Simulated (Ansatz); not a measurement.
Basis sets compared for Si(OEt)H3 (C₂H₈OSi). Charge 0, multiplicity 1. Geometry r2SCAN-D4/def2-SVP. Ansatz on 4 threads of Intel Xeon on a shared host; times are rough, and most runs start from earlier orbitals.

```csv
atom,x (Å),y (Å),z (Å)
Si1,1.224,1.682,0.084
O2,0.133,0.495,0.504
C3,-0.253,-0.548,-0.377
C4,-1.234,-1.456,0.332
H5,-0.714,-0.125,-1.292
H6,0.638,-1.125,-0.701
H7,-1.553,-2.276,-0.330
H8,-0.772,-1.889,1.232
H9,-2.124,-0.888,0.643
H10,1.355,2.574,1.265
H11,0.744,2.464,-1.099
H12,2.557,1.091,-0.262
```

B3LYP takes the VWN-RPA correlation.

Binding counts from free atoms (Si triplet, O triplet, C triplet, H doublet) in the same basis, without a counterpoise term.

```tsv
level	functions	energy (Eh)	HOMO (eV)	LUMO (eV)	binding per atom (eV)	wall time
PBE-D4/def2-SVP	100	-445.2034	-6.38	-0.08	3.79	1.5 s
B3LYP-D4/6-31G	56	-445.6852	-7.39	0.50	3.56	1.4 s
PBE0-D4/def2-SVP	100	-445.2539	-7.95	0.83	3.75	1.7 s
```

Question: Estimate the rows for PBE-D4/def2-TZVP, B3LYP-D4/def2-TZVP, PBE0-D4/def2-TZVP.

Answer: 
```json
{"level": "PBE-D4/def2-TZVP", "functions": "178", "energy (Eh)": "-445.4896", "HOMO (eV)": "-6.55", "LUMO (eV)": "-0.56", "binding per atom (eV)": "3.78", "wall time": "2.3 s"}
{"level": "B3LYP-D4/def2-TZVP", "functions": "178", "energy (Eh)": "-445.8812", "HOMO (eV)": "-7.84", "LUMO (eV)": "0.09", "binding per atom (eV)": "3.76", "wall time": "3 s"}
{"level": "PBE0-D4/def2-TZVP", "functions": "178", "energy (Eh)": "-445.5360", "HOMO (eV)": "-8.06", "LUMO (eV)": "0.32", "binding per atom (eV)": "3.74", "wall time": "3.1 s"}
```
